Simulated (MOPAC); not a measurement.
Job for MOPAC: PM6 on FISi (SMILES F[Si]I), a point of a bond scan (R = 2.817 Å).

```
PM6 1SCF PRECISE CHARGE=0 THREADS=1
FISi

Si     0.72542197 1     1.01948837 1     1.18893518 1
F      1.48755476 1     3.02189201 1    -0.64055777 1
I     -0.38875935 1    -0.63672280 1    -0.33842808 1
```

Program output:

```
*******************************************************************************
 **                                                                           **
 **                              MOPAC v23.2.5                                **
 **                                                                           **
 *******************************************************************************
 ** MOPAC's Digital Object Identifier: https://doi.org/10.5281/zenodo.6511958 **
 **                                                                           **
 ** Please cite the open-source release paper for use of this MOPAC version:  **
 ** J. E. Moussa and J. J. P. Stewart (2026)                                  **
 ** MOPAC: An open-source semiempirical molecular orbital program             **
 ** J. Open Source Softw., 11(119), 8025, https://doi.org/10.21105/joss.08025 **
 *******************************************************************************

                              PM6 CALCULATION RESULTS

 *******************************************************************************
 *  PM6        - The PM6 Hamiltonian to be used
 *
 *
 *
 *                 CHARGE ON SYSTEM = 0
 *
 *
 *
 *  PRECISE    - TIGHTER CRITERIA TO BE USED
 *  1SCF       - DO 1 SCF AND THEN STOP
 *  THREADS=1  - MULTI-THREADING NOT USED
 *  T=         - A TIME OF 172800.0 SECONDS REQUESTED
 *  DUMP=N     - RESTART FILE WRITTEN EVERY 7200.0 SECONDS REQUESTED
 *******************************************************************************
PM6 1SCF PRECISE CHARGE=0 THREADS=1
 FISi

   ATOM   CHEMICAL          X               Y               Z
  NUMBER   SYMBOL      (ANGSTROMS)     (ANGSTROMS)     (ANGSTROMS)

     1      Si          0.72542197  *   1.01948837  *   1.18893518  *
     2       F          1.48755476  *   3.02189201  *  -0.64055777  *
     3       I         -0.38875935  *  -0.63672280  *  -0.33842808  *



          CARTESIAN COORDINATES

    NO.       ATOM           X           Y           Z

     1        Si          0.7254      1.0195      1.1889
     2         F          1.4876      3.0219     -0.6406
     3         I         -0.3888     -0.6367     -0.3384

 General Reference for PM6:
 "Optimization of Parameters for Semiempirical Methods V: Modification of NDDO Approximations
 and Application to 70 Elements", J. J. P. Stewart, J. Mol. Mod., 13, 1173-1213 (2007)
 URL: https://link.springer.com/article/10.1007/s00894-007-0233-4

           Empirical Formula: Si F I  =     3 atoms



      MOLECULAR POINT GROUP   :   Cs


      RHF CALCULATION, NO. OF DOUBLY OCCUPIED LEVELS = 9


 -------------------------------------------------------------------------------
 PM6 1SCF PRECISE CHARGE=0 THREADS=1
 FISi



     1SCF WAS SPECIFIED, SO BFGS WAS NOT USED
     SCF FIELD WAS ACHIEVED


                              PM6 CALCULATION
                                                       MOPAC v23.2.5 Linux




          FINAL HEAT OF FORMATION =         48.50573 KCAL/MOL =     202.94799 KJ/MOL


          COSMO AREA              =        126.60 SQUARE ANGSTROMS
          COSMO VOLUME            =        116.75 CUBIC ANGSTROMS

          IONIZATION POTENTIAL    =          9.117808 EV
          HOMO LUMO ENERGIES (EV) =         -9.118 -3.063
          NO. OF FILLED LEVELS    =          9
          MOLECULAR WEIGHT        =        173.9884         POINT GROUP:  Cs

          MOLECULAR DIMENSIONS (Angstroms)

            Atom       Atom       Distance
            I     3    F     2     4.12278
            F     2   Si     1     1.68507
            F     2   Si     1     0.00000


          SCF CALCULATIONS        =          1





   ATOM   CHEMICAL          X               Y               Z
  NUMBER   SYMBOL      (ANGSTROMS)     (ANGSTROMS)     (ANGSTROMS)

     1      Si          0.72542197  *   1.01948837  *   1.18893518  *
     2       F          1.48755476  *   3.02189201  *  -0.64055777  *
     3       I         -0.38875935  *  -0.63672280  *  -0.33842808  *

                             CARTESIAN COORDINATES

   1   Si        0.725421970     1.019488370     1.188935180
   2    F        1.487554760     3.021892010    -0.640557770
   3    I       -0.388759350    -0.636722800    -0.338428080


           Empirical Formula: Si F I  =     3 atoms



      MOLECULAR POINT GROUP   :   Cs


                  EIGENVALUES
 -33.59991 -21.20814 -15.36844 -11.09053 -11.08178 -10.68621 -10.63427  -9.75133
  -9.11781  -3.06315  -2.47194  -2.28302   0.45556   0.48318   0.49086   0.62497
   0.82472 110.95564 111.00472 111.12018 111.45323 111.46258


              NET ATOMIC CHARGES AND DIPOLE CONTRIBUTIONS

  ATOM NO.   TYPE          CHARGE      No. of ELECS.   s-Pop       p-Pop       d-Pop
    1         Si           0.876061        3.1239     1.94608     1.08143     0.09643
    2          F          -0.669478        7.6695     1.99677     5.67271
    3          I          -0.206583        7.2066     1.91811     5.28631     0.00216
 DIPOLE           X         Y         Z       TOTAL
 POINT-CHG.    -1.345    -4.796     7.399     8.919
 HYBRID        -0.081     0.216    -1.220     1.241
 SUM           -1.426    -4.580     6.179     7.822


          ATOMIC ORBITAL ELECTRON POPULATIONS

     Atom    s        px        py        pz      x^2-y^2     xz        z^2       yz        xy
    1 Si   1.94608   0.22629   0.35726   0.49788   0.01860   0.01352   0.01317   0.02760   0.02354
    2  F   1.99677   1.97025   1.83415   1.86831
    3  I   1.91811   1.77203   1.71392   1.80035   0.00025   0.00044   0.00030   0.00074   0.00043

 **********************
 *                    *
 * JOB ENDED NORMALLY *
 *                    *
 **********************




 == MOPAC DONE ==
```

The run finished.

Cost: about 0.04 core-seconds (a rough figure).
